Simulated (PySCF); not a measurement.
C₂H₆BCl, SMILES CB(C)Cl.

The structure is a stationary point at B3LYP-D3(BJ)/def2-SVP.

Level of theory: TDA-ωB97X/def2-SVPD run with PySCF.

Vertical excitations. Isolated molecule, no solvent. State labels are in the subgroup C2.

Computed lowest excited states:
```json
[
 {"state": "S1", "symmetry": "A", "energy (eV)": "6.18", "λ (nm)": "200", "f": "0.000", "main pairs": "HOMO→LUMO 96 %"},
 {"state": "S2", "symmetry": "B", "energy (eV)": "7.87", "λ (nm)": "158", "f": "0.005", "main pairs": "HOMO−2→LUMO 97 %"},
 {"state": "S3", "symmetry": "A", "energy (eV)": "7.89", "λ (nm)": "157", "f": "0.001", "main pairs": "HOMO−3→LUMO 90 %"},
 {"state": "S4", "symmetry": "A", "energy (eV)": "8.06", "λ (nm)": "154", "f": "0.162", "main pairs": "HOMO−1→LUMO 90 %"},
 {"state": "S5", "symmetry": "B", "energy (eV)": "8.28", "λ (nm)": "150", "f": "0.083", "main pairs": "HOMO→LUMO+1 90 %"},
 {"state": "S6", "symmetry": "B", "energy (eV)": "9.29", "λ (nm)": "133", "f": "0.039", "main pairs": "HOMO−1→LUMO+1 84 %"},
 {"state": "S7", "symmetry": "B", "energy (eV)": "9.35", "λ (nm)": "133", "f": "0.009", "main pairs": "HOMO→LUMO+2 56 %, HOMO−3→LUMO+1 13 %, HOMO→LUMO+5 12 %"},
 {"state": "S8", "symmetry": "B", "energy (eV)": "9.70", "λ (nm)": "128", "f": "0.043", "main pairs": "HOMO−3→LUMO+1 33 %, HOMO→LUMO+5 20 %, HOMO−4→LUMO 17 %, HOMO→LUMO+7 15 %"},
 {"state": "S9", "symmetry": "B", "energy (eV)": "9.76", "λ (nm)": "127", "f": "0.161", "main pairs": "HOMO−4→LUMO 76 %"},
 {"state": "S10", "symmetry": "A", "energy (eV)": "9.77", "λ (nm)": "127", "f": "0.084", "main pairs": "HOMO−2→LUMO+1 51 %, HOMO−5→LUMO 32 %, HOMO→LUMO+3 10 %"},
 {"state": "T1", "symmetry": "A", "energy (eV)": "5.84", "λ (nm)": "212", "f": "0", "main pairs": "HOMO→LUMO 92 %"},
 {"state": "T2", "symmetry": "A", "energy (eV)": "7.03", "λ (nm)": "176", "f": "0", "main pairs": "HOMO−1→LUMO 97 %"},
 {"state": "T3", "symmetry": "B", "energy (eV)": "7.29", "λ (nm)": "170", "f": "0", "main pairs": "HOMO−2→LUMO 94 %"},
 {"state": "T4", "symmetry": "A", "energy (eV)": "7.57", "λ (nm)": "164", "f": "0", "main pairs": "HOMO−3→LUMO 87 %"}
]
```
Triplets are in the Tamm–Dancoff approximation.
